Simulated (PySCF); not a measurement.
A species of formula C5H4F4O2 has this rotational fingerprint, computed with PBE0-D3(BJ)/def2-SVP geometry optimisation, gas phase (PySCF):

```
Rotational constants : A = 2280, B = 631.9, C = 561.3 MHz
Dipole components    : |μa| = 0.60 D, |μb| = 3.07 D, |μc| = 1.15 D
Inertial defect      : -121.02 u·Å²
κ                    : -0.92
```

Task: Which candidate fits, each taken in the one conformer that was computed?
A. `[F:1]/[CH:2]=[CH:3]/[O:4]/[CH:5]=[C:6](/[F:7])[O:8][CH:9]([F:10])[F:11]` with C2–C3–O4–C5 177°, C3–O4–C5–C6 174°, C5–C6–O8–C9 109°, C6–O8–C9–F10 171°
B. `[F:1][C:2]1=[C:3]([O:4][CH:5]([F:6])[F:7])[O:8][CH2:9][C@H:10]1[F:11]` with C2–C3–O4–C5 -147°, C3–O4–C5–F6 -175°, C2–C3–O8–C9 7°, C3–O8–C9–C10 -17°, O8–C9–C10–F11 -99°, F1–C2–C10–C9 171°
C. `[CH2:1]=[C:2]([O:3][CH:4]([F:5])[F:6])[C:7](=[O:8])[CH:9]([F:10])[F:11]` with C1–C2–O3–C4 -27°, C2–O3–C4–F5 -165°, C1–C2–C7–O8 -10°, C2–C7–C9–F10 177°

Result: B. It is FC1=C(OC(F)F)OC[C@H]1F, a near-prolate asymmetric top, point group C1. The candidates at the same level (rigid rotor, commonest isotopes):

```json
{"SMILES": "FC1=C(OC(F)F)OC[C@H]1F", "A (MHz)": "2280", "B (MHz)": "631.9", "C (MHz)": "561.3", "μa (D)": "0.60", "μb (D)": "3.07", "μc (D)": "1.15", "Δ (u·Å²)": "-121.02", "point group": "C1", "rotor": "near-prolate asymmetric top"}
{"SMILES": "F/C=C/O/C=C(/F)OC(F)F", "A (MHz)": "1915", "B (MHz)": "454.1", "C (MHz)": "387.8", "μa (D)": "0.27", "μb (D)": "1.53", "μc (D)": "1.04", "Δ (u·Å²)": "-73.80", "point group": "C1", "rotor": "near-prolate asymmetric top"}
{"SMILES": "C=C(OC(F)F)C(=O)C(F)F", "A (MHz)": "1892", "B (MHz)": "676.4", "C (MHz)": "528.7", "μa (D)": "2.28", "μb (D)": "0.73", "μc (D)": "0.57", "Δ (u·Å²)": "-58.34", "point group": "C1", "rotor": "asymmetric top"}
```

`C=C(OC(F)F)C(=O)C(F)F` has A 17 % too low; `F/C=C/O/C=C(/F)OC(F)F` has C 31 % too low. No structure here is proved a minimum.
